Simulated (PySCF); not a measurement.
Cd(OH)(NH2) (CdH3NO), SMILES [NH2][Cd][OH]. The structure is a stationary point at PBE0-D3(BJ)/def2-TZVP. The def2 effective core potentials stand for the cores of Cd; spin–orbit coupling is left out. One conformer was computed; it need not be the lowest.

Computed equilibrium geometry at PBE0-D3(BJ)/def2-TZVP (PySCF confirms it by a frequency run) as Cartesian coordinates in Å, and its point group (one conformer of several):
point group Cs.
```xyz
6

Cd    -0.0108    -0.0057     0.0000
O     -1.9728    -0.0971     0.0000
H     -2.3863     0.7688     0.0000
N      1.9860     0.1315     0.0000
H      2.3938    -0.3195    -0.8112
H      2.3938    -0.3195     0.8112
```
Charge 0, spin multiplicity 1.
